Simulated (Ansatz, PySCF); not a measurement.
C3H3ClF2, SMILES F[C@@H]1[C@H](F)[C@H]1Cl. Atoms are numbered in the order given.

```xyz
9

F     -1.6229    -0.2152     1.3863
C     -0.6270     0.4269     0.7491
C     -0.6270     0.4269    -0.7491
F     -1.6229    -0.2152    -1.3863
C      0.3615    -0.4092     0.0000
Cl     2.0661    -0.0182     0.0000
H     -0.2749     1.3227     1.2723
H     -0.2749     1.3227    -1.2723
H      0.1446    -1.4821     0.0000
```
Charge 0, spin multiplicity 1.

The structure is a stationary point at PBE0-D3(BJ)/def2-SVP. The structure was generated by enumeration; whether it is a known compound was not checked.

Two levels are set side by side: PBE-D3(BJ)/def2-SVP (Ansatz, a quantum-chemistry and plane-wave program) and PBE0-D3(BJ)/def2-SVP (Ansatz). Each level has its own optimised geometry; the coordinates shown are those of the second. Frequencies come from the Hessian of PySCF at each geometry. Differences are taken from unrounded values.

```
quantity                            PBE0-D3(BJ)
----------------------------------  -----------
mean bond length (Å)                      1.357
bond F1–C2 (Å)                            1.345
bond C2–C3 (Å)                            1.498
bond C2–C5 (Å)                            1.496
bond C3–F4 (Å)                            1.345
bond C3–C5 (Å)                            1.496
bond C5–Cl6 (Å)                           1.749
bond C2–H7 (Å)                            1.096
bond C3–H8 (Å)                            1.096
bond C5–H9 (Å)                            1.095
highest harmonic wavenumber (cm⁻¹)         3206
mean harmonic wavenumber (cm⁻¹)            1198
zero-point energy (kcal/mol)              35.97
```

Question: What does PBE-D3(BJ) give, and how far is it from PBE0-D3(BJ)? (Estimate from the structure and the level; the computed values follow.)

Answer: 
```json
[
 {"quantity": "mean bond length (Å)", "PBE-D3(BJ)": "1.370", "PBE-D3(BJ) minus PBE0-D3(BJ)": "0.013"},
 {"quantity": "bond F1–C2 (Å)", "PBE-D3(BJ)": "1.360", "PBE-D3(BJ) minus PBE0-D3(BJ)": "0.015"},
 {"quantity": "bond C2–C3 (Å)", "PBE-D3(BJ)": "1.514", "PBE-D3(BJ) minus PBE0-D3(BJ)": "0.016"},
 {"quantity": "bond C2–C5 (Å)", "PBE-D3(BJ)": "1.508", "PBE-D3(BJ) minus PBE0-D3(BJ)": "0.012"},
 {"quantity": "bond C3–F4 (Å)", "PBE-D3(BJ)": "1.360", "PBE-D3(BJ) minus PBE0-D3(BJ)": "0.015"},
 {"quantity": "bond C3–C5 (Å)", "PBE-D3(BJ)": "1.508", "PBE-D3(BJ) minus PBE0-D3(BJ)": "0.012"},
 {"quantity": "bond C5–Cl6 (Å)", "PBE-D3(BJ)": "1.765", "PBE-D3(BJ) minus PBE0-D3(BJ)": "0.016"},
 {"quantity": "bond C2–H7 (Å)", "PBE-D3(BJ)": "1.105", "PBE-D3(BJ) minus PBE0-D3(BJ)": "0.009"},
 {"quantity": "bond C3–H8 (Å)", "PBE-D3(BJ)": "1.105", "PBE-D3(BJ) minus PBE0-D3(BJ)": "0.009"},
 {"quantity": "bond C5–H9 (Å)", "PBE-D3(BJ)": "1.103", "PBE-D3(BJ) minus PBE0-D3(BJ)": "0.009"},
 {"quantity": "highest harmonic wavenumber (cm⁻¹)", "PBE-D3(BJ)": "3107", "PBE-D3(BJ) minus PBE0-D3(BJ)": "-99"},
 {"quantity": "mean harmonic wavenumber (cm⁻¹)", "PBE-D3(BJ)": "1147", "PBE-D3(BJ) minus PBE0-D3(BJ)": "-51"},
 {"quantity": "zero-point energy (kcal/mol)", "PBE-D3(BJ)": "34.43", "PBE-D3(BJ) minus PBE0-D3(BJ)": "-1.54"}
]
```

GGA bonds tend to be longer and softer than those of functionals with exact exchange. Differences between two approximate levels are no errors against the true value.
